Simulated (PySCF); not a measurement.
CH₄CdO₂. Atoms are numbered in the order given.

```xyz
8

Cd     0.2117     0.0511     0.2587
O      0.8965     0.5366     2.0315
H      1.0601     1.4894     2.0753
O     -0.3501    -0.6480    -1.4897
C     -1.6099    -0.3620    -2.0307
H     -1.7724     0.7163    -2.2429
H     -1.7026    -0.8913    -2.9983
H     -2.4592    -0.7022    -1.4005
```
Charge 0, spin multiplicity 1.

Geometry optimised at r2SCAN-D4/def2-SVP. The structure was generated by enumeration; whether it is a known compound was not checked. The def2 effective core potentials stand for the cores of Cd; spin–orbit coupling is left out. The values are those of a single conformer.

All values below come from TDA-PBE/def2-SVPD in PySCF.

Vertical excitations. The molecule is in vacuum.

| state | energy (eV) | λ (nm) | f | main pairs |
|---|---|---|---|---|
| S1 | 3.56 | 348 | 0.002 | HOMO→LUMO 100 % |
| S2 | 4.41 | 281 | 0.036 | HOMO−1→LUMO 52 %, HOMO−2→LUMO 42 % |
| S3 | 4.61 | 269 | 0.063 | HOMO−2→LUMO 54 %, HOMO−1→LUMO 28 %, HOMO→LUMO+1 11 % |
| S4 | 5.07 | 245 | 0.004 | HOMO→LUMO+2 70 %, HOMO→LUMO+1 30 % |
| S5 | 5.39 | 230 | 0.088 | HOMO→LUMO+1 51 %, HOMO→LUMO+2 23 %, HOMO−1→LUMO 9 % |
| S6 | 5.66 | 219 | 0.006 | HOMO−1→LUMO+1 93 % |
| S7 | 5.72 | 217 | 0.012 | HOMO−1→LUMO+2 51 %, HOMO−3→LUMO 32 %, HOMO−2→LUMO+2 9 % |
| S8 | 5.84 | 212 | 0.034 | HOMO−2→LUMO+2 30 %, HOMO−1→LUMO+2 29 %, HOMO−3→LUMO 21 %, HOMO−2→LUMO+1 12 % |
| S9 | 5.95 | 209 | 0.016 | HOMO−2→LUMO+1 86 % |
| S10 | 6.18 | 201 | 0.005 | HOMO→LUMO+3 99 % |
| T1 | 3.24 | 383 | 0 | HOMO→LUMO 100 % |
| T2 | 3.70 | 335 | 0 | HOMO−1→LUMO 99 % |
| T3 | 4.06 | 305 | 0 | HOMO−2→LUMO 99 % |
| T4 | 4.86 | 255 | 0 | HOMO→LUMO+1 54 %, HOMO−3→LUMO 40 % |
Triplets are in the Tamm–Dancoff approximation.
